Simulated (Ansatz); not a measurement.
`[SiH3]N[SiH2]Br` + silanol → `[SiH3]O[SiH2]Br` + `N[SiH3]`  (ligand exchange at the Si–N bond)

Program: Ansatz. Geometries: PBE0-D4/def2-TZVP. ΔE: electronic, gas phase. CCSD(T)/CBS is the MP2 limit (def2-TZVPP, def2-QZVPP) plus CCSD(T) − MP2 in def2-TZVPP, frozen cores. This one scheme is used for every species. Functionals use def2-TZVPP. B3LYP here is the variant with VWN-RPA as its local correlation; programs differ in this. HSE06 is defined as in plane-wave codes. For Br outer-core shells are correlated without core-valence functions, which leaves a few kJ/mol of doubt a bond. Scalar relativity is left out up to krypton. Each species was taken in one conformer, which may not be the lowest.

| level | ΔE (kcal/mol) | difference from CCSD(T)/CBS |
| --- | --- | --- |
| LDA (SPW92) | -9.4 | 1.7 |
| revPBE-D4 | -9.2 | 1.9 |
| B3LYP-D4 | -11.6 | -0.5 |
| HSE06-D4 | -10.1 | 1.0 |
| CAM-B3LYP-D4 | -12.1 | -1.0 |
| PBE | -9.8 | 1.3 |
| BLYP | -11.6 | -0.5 |
| HSE06 | -10.3 | 0.8 |
| RPA@PBE/def2-TZVPP | -11.0 | 0.1 |
| HF/def2-SVP | -12.7 | -1.6 |
| MP2/def2-SVP | -9.9 | 1.2 |
| CCSD/def2-SVP | -10.4 | 0.7 |
| CCSD(T)/def2-SVP | -10.0 | 1.1 |
| SCS-MP2/def2-TZVPP | -11.5 | -0.4 |
| SCS-MP2/def2-QZVPP | -11.7 | -0.6 |
| HF/CBS(def2) | -14.6 | -3.5 |
| CCSD(T)/CBS | -11.1 | 0 |

Largest T1 diagnostic among the species: 0.011.

Leaving LDA and LC-ωPBE aside and taking each functional with its dispersion term where it has one, the values, not all of them listed here, spread over 3.4 kcal/mol, from BHLYP-D4 to revPBE-D4. At CCSD(T), def2-SVP lies +1.1 kcal/mol from the extrapolated value and def2-TZVPP +0.1 kcal/mol. From BLYP to BHLYP (50 % exact exchange), in def2-TZVPP and without D4, ΔE moves by −1.3 kcal/mol.
